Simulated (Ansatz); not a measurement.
Start from `[CH3][Nb](=[NH])([NH2])[F]` and change one atom or group to get `[NH]=[Nb]([NH2])([F])[F]`.

Ansatz, PBE0-D4/def2-TZVP geometries, multiplicity 1. Each molecule was computed in one conformer, which needn't be the lowest.

Elements past krypton have def2 core potentials.

| property | `[CH3][Nb](=[NH])([NH2])[F]` |
| --- | --- |
| HOMO–LUMO gap (PBE/def2-TZVPP) / eV | 4.31 |
| HOMO–LUMO gap (ωB97M-V/def2-TZVPP) / eV | 10.82 |
| LUMO energy (PBE/def2-TZVPP) / eV | -1.97 |
| ideal-gas entropy at 298 K and 1 bar (rigid rotor, harmonic PBE0-D4/def2-TZVP) / J/(mol·K) | 368 |
| HOMO–LUMO gap (PBE0/def2-TZVPP) / eV | 6.55 |
| HOMO energy (PBE0/def2-TZVPP) / eV | -7.63 |

(1) What does the change do to each property? (Estimate.)

Answers

(1) The calculation gave: 
| property | `[NH]=[Nb]([NH2])([F])[F]` | shift |
| --- | --- | --- |
| HOMO–LUMO gap (PBE/def2-TZVPP) / eV | 4.75 | 0.44 |
| HOMO–LUMO gap (ωB97M-V/def2-TZVPP) / eV | 11.28 | 0.46 |
| LUMO energy (PBE/def2-TZVPP) / eV | -2.02 | -0.05 |
| ideal-gas entropy at 298 K and 1 bar (rigid rotor, harmonic PBE0-D4/def2-TZVP) / J/(mol·K) | 347 | -21 |
| HOMO–LUMO gap (PBE0/def2-TZVPP) / eV | 7.04 | 0.49 |
| HOMO energy (PBE0/def2-TZVPP) / eV | -8.21 | -0.58 |

With PBE0 the HOMO falls by 0.58 eV and the LUMO falls by 0.09 eV, so the gap widens by about 0.49 eV. PBE moves the HOMO by -0.48 eV and ωB97M-V by -0.59 eV. The zero-point energy changes by -85.5 kJ/mol with -9 modes.
